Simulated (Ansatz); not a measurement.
`C[Se]P` + `O[SiH3]` → `[SiH3]OP` + `C[SeH]` at 500 K and 1 bar (ligand exchange at a P–Se bond).

Gas-phase electronic energies from Ansatz, PBE0-D4/def2-TZVP geometries. CCSD(T)/CBS adds triple-zeta CCSD(T) − MP2 to the extrapolated MP2 energy (def2 sets, frozen cores). For Se outer-core shells are correlated without core-valence functions, which leaves a few kJ/mol of doubt a bond. Scalar relativity is left out up to krypton. Each species was taken in one conformer, which may not be the lowest.

| species | CCSD(T)/CBS energy (Eh) | H − E (kJ/mol) | S (J/(mol·K)) |
| --- | --- | --- | --- |
| `C[Se]P` | -2782.70431 | 181.9 | 371.6 |
| `O[SiH3]` | -366.69042 | 127.5 | 292.9 |
| `[SiH3]OP` | -708.22479 | 160.8 | 373.7 |
| `C[SeH]` | -2441.15625 | 142.1 | 299.3 |

H − E and S are ideal-gas, rigid-rotor, harmonic terms from PBE0-D4/def2-TZVP, for one conformer and one mirror image of each species. 1 Eh = 2625.50 kJ/mol, R = 8.31446 J/(mol·K).

**Question.** By hand: ΔE, ΔH, ΔS and ΔG.

**Answer.** ΔE = (-708.22479) + (-2441.15625) − (-2782.70431) − (-366.69042) = 0.01369 Eh = 35.9 kJ/mol. Δ(H − E) = 160.8 + 142.1 − 181.9 − 127.5 = -6.5, so ΔH = 29.4 kJ/mol. ΔS = 373.7 + 299.3 − 371.6 − 292.9 = 8.5 J/(mol·K). ΔG = 29.4 − 500 × (8.5)/1000 = 25.1 kJ/mol.

**Question.** By hand: the equilibrium constant, and the temperature at which ΔG would vanish if ΔH and ΔS stayed fixed.

**Answer.** log₁₀ K = −ΔG/(RT ln 10) = -2.6. ΔG = 0 at ΔH/ΔS = 3459 K, far beyond where these terms or the molecules hold.

The number of gas molecules stays the same, so ΔS is small and ΔH decides. A doubt of 5 kJ/mol in ΔE shifts log₁₀ K by 0.5 here. Other conformers and mirror images would add mixing entropy, several J/(mol·K) or more a flexible species. Modes under 60 cm⁻¹, often nearly free rotors, make the harmonic entropy too high. These are equilibria of isolated gas molecules and say nothing of rates. Largest T1 diagnostic: 0.012 (customary marks: 0.02 for closed shells, 0.045 for open ones).
